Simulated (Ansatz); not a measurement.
Reaction (ligand exchange at a B–Br bond): `COB(S)Br` + silanol → `COB(S)O[SiH3]` + HBr

Isolated molecules relaxed with PBE0-D4/def2-TZVP in Ansatz; ΔE leaves out vibrations. CCSD(T)/CBS is the MP2 limit (def2-TZVPP, def2-QZVPP) plus CCSD(T) − MP2 in def2-TZVPP, frozen cores. For Br outer-core shells are correlated without core-valence functions, which leaves a few kJ/mol of doubt a bond. Scalar relativity is left out up to krypton. Each species was taken in one conformer, which may not be the lowest.

| level | ΔE (kcal/mol) |
| --- | --- |
| CCSD/def2-TZVPP | -12.6 |
| HF/def2-QZVPP | -15.7 |

**Question.** What does CCSD(T)/CBS give? (An estimate is asked.)

**Answer.** The calculation gave: -10.9 kcal/mol. The listed levels differ from it by -1.7, -4.8 kcal/mol.

Largest T1 diagnostic among the species: 0.012.

From PBE to PBE0 (25 % exact exchange), in def2-TZVPP and without D4, ΔE moves by −1.0 kcal/mol. In def2-TZVPP, CCSD(T) changes the Hartree–Fock value by +3.5 kcal/mol (the triples alone add +0.7 kcal/mol) and MP2 by +5.6 kcal/mol.
